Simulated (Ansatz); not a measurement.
Reaction (ligand exchange at the Si–N bond): `N[SiH](N)N[SiH3]` + `[OH][GaH2]` → `[SiH3][O][GaH2]` + `N[SiH](N)N`

Isolated molecules relaxed with PBE0-D4/def2-TZVP in Ansatz; ΔE leaves out vibrations. CCSD(T)/CBS adds triple-zeta CCSD(T) − MP2 to the extrapolated MP2 energy (def2 sets, frozen cores). DFT in def2-TZVPP. For Ga outer-core shells are correlated without core-valence functions, which leaves a few kJ/mol of doubt a bond. Scalar relativity is left out up to krypton. One conformer a species, not always the lowest.

`N[SiH](N)N[SiH3]`:

Cartesian coordinates in Å:
```
N -1.113 -1.612 1.305
Si -0.766 -0.095 0.588
N -1.314 0.344 -0.977
N 0.944 -0.033 0.438
Si 1.823 0.932 -0.693
H -1.995 -1.763 1.767
H -0.750 -2.469 0.919
H -1.416 0.897 1.485
H -1.058 -0.172 -1.804
H -2.192 0.821 -1.096
H 1.483 -0.491 1.156
H 1.423 2.363 -0.666
H 1.669 0.448 -2.093
H 3.263 0.831 -0.328
```

`[OH][GaH2]`:

Cartesian coordinates in Å:
```
O 1.202 -0.338 0.260
Ga -0.399 0.355 -0.129
H 1.190 -1.283 0.425
H -1.621 -0.623 -0.159
H -0.373 1.888 -0.396
```

`[SiH3][O][GaH2]`:

Cartesian coordinates in Å:
```
Si -0.721 0.148 1.149
O -0.419 -0.341 -0.376
Ga 0.886 -0.255 -1.591
H 0.436 0.898 1.720
H -0.988 -1.031 2.016
H -1.913 1.037 1.171
H 0.541 -0.961 -2.933
H 2.177 0.505 -1.155
```

`N[SiH](N)N`:

Z-matrix (Å, degrees):
```
Si
N 1 1.716
N 1 1.716 2 123.1
N 1 1.711 2 104.0 3 117.3
H 1 1.491 2 103.6 3 -116.5
H 2 1.006 1 120.2 3 83.5
H 2 1.007 1 121.2 3 -64.5
H 3 1.006 1 120.2 2 -83.5
H 3 1.007 1 121.2 2 64.5
H 4 1.006 1 120.0 2 -171.6
H 4 1.006 1 120.0 2 41.7
```

(1) Is it downhill or uphill in electronic energy at CCSD(T)/CBS, and by how much? (An estimate is asked.)

(2) What do these levels give: ωB97X-V, B2PLYP, PBE, MP2/def2-TZVPP, CCSD/def2-TZVPP, MP2/CBS(def2)? (Estimate.)

Largest T1 diagnostic among the species: 0.015.

Results:

(1) Computed: Downhill: ΔE = -44.7 kJ/mol.

(2) Computed: ωB97X-V -44.6, B2PLYP -49.3, PBE -40.0, MP2/def2-TZVPP -45.1, CCSD/def2-TZVPP -48.0, MP2/CBS(def2) -44.5 kJ/mol.

The D4 term adds +5.4 kJ/mol with B3LYP and +3.2 kJ/mol with PBE0; it sums over pairs of atoms, weighted by their polarisabilities, and B3LYP, whose exchange is more repulsive, gets the larger term. In def2-TZVPP, CCSD(T) changes the Hartree–Fock value by +17.5 kJ/mol (the triples alone add +2.7 kJ/mol) and MP2 by +17.7 kJ/mol. From PBE to PBE0 (25 % exact exchange), in def2-TZVPP and without D4, ΔE moves by −3.6 kJ/mol.

B3LYP here is the variant with VWN-RPA as its local correlation; programs differ in this.
